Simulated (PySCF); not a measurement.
Si2BH8N

Si2BH8N is a small molecule, neutral, singlet. The structure, one conformer, was relaxed in the gas phase by PBE0-D3(BJ)/def2-SVP. No frequency run checks that it is a minimum.

SMILES: BN([SiH3])[SiH3]

```xyz
12

Si    0.369   -0.928    1.361
N     0.112    0.225    0.041
Si   -0.758   -0.266   -1.426
B     0.600    1.549    0.098
H     1.073   -2.138    0.839
H    -0.947   -1.363    1.918
H     1.185   -0.271    2.417
H    -1.405   -1.583   -1.145
H    -1.798    0.743   -1.770
H     0.188   -0.424   -2.569
H     1.216    1.939    1.065
H     0.399    2.293   -0.840
```
Atoms count from 1 in this order.

Shieldings: GIAO PBE0/pcSseg-2. Shifts are against computed references at the same level: H TMS (σ 31.24 ppm), Si TMS (σ 341.3 ppm). Core levels by delta-SCF with SCAN, pcX-2 on the ionised atom and pcseg-1 elsewhere, spin-free X2C (2p3/2 is the spin-free 2p value less a third of a first-order spin-orbit splitting); from the vacuum level, for chosen atoms.

Give the shieldings and core levels atom by atom.


```
    atoms   bonded to  σ (ppm)  δ (ppm)  core level (eV)
      Si1   1 N + 3 H    373.9    -32.6     2p3/2 107.32
       N2  1 B + 2 Si    148.8        -        1s 404.42
      Si3   1 N + 3 H    386.3    -45.0     2p3/2 107.36
       B4   1 N + 2 H     46.7        -                -
 H5 H6 H7        1 Si    26.36     4.89                -
H8 H9 H10        1 Si    26.41     4.84                -
      H11         1 B    25.58     5.66                -
      H12         1 B    25.73     5.52                -
```

Values are those of this one static structure, with the three H of a rotating XH3 group averaged; atoms that internal rotation interchanges would show their mean in an NMR spectrum.

Core levels of B4 are left out, their hole states being strongly spin-contaminated.

By CAM-B3LYP/def2-SVPD (TDDFT singlets, Tamm-Dancoff triplets, ionisation by delta-SCF), where does absorption start, and what does vertical ionisation take?

The first singlet with intensity lies at 7.05 eV (f 0.109); what lies below it is dark. The lowest singlet lies at 6.42 eV (f 0.000), the strongest of the first 6 at 7.05 eV (f 0.109), the lowest triplet at 5.82 eV; vertical ionisation takes 10.42 eV.
